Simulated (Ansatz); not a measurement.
Input for Ansatz (a program for electronic structure): R-CAM-B3LYP/def2-TZVPP on H2 (SMILES [H][H]).

Ansatz 0.2 input:
```yaml
crystal:
  periodic: [false, false, false]
  atoms:
    - {symbol: H, position_ang: [-0.00000000, 0.00000000, -0.37193331]}
    - {symbol: H, position_ang: [0.00000000, -0.00000000, 0.37193331]}
basis:
  gaussian:
    orbitals: def2-TZVPP
hamiltonian:
  xc: {name: CAM-B3LYP}
scf: {lower_state_search: off}
```

**Question.** Give the final energy of this run.

**Answer.** -1.1716 hartree.
